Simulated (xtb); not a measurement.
Al(CF3)(F)(OH) (CHAlF4O), SMILES [OH][Al]([F])[C](F)(F)F. All values are semi-empirical tight-binding results from xtb (GFN2-xTB unless named), good for trends rather than for accurate numbers. Geometry optimised at GFN2-xTB. The values are those of a single conformer.

For metal compounds this method's bond lengths and energies can be far off.

Computed properties:
```
Item                                          Result
-------------------------------------  -------------
point group as xtb finds it                       Cs
orbital gap                                  3.94 eV
zero-point energy                      17.2 kcal/mol
G − E(el) at 298.15 K (modified RRHO)  -4.5 kcal/mol
```
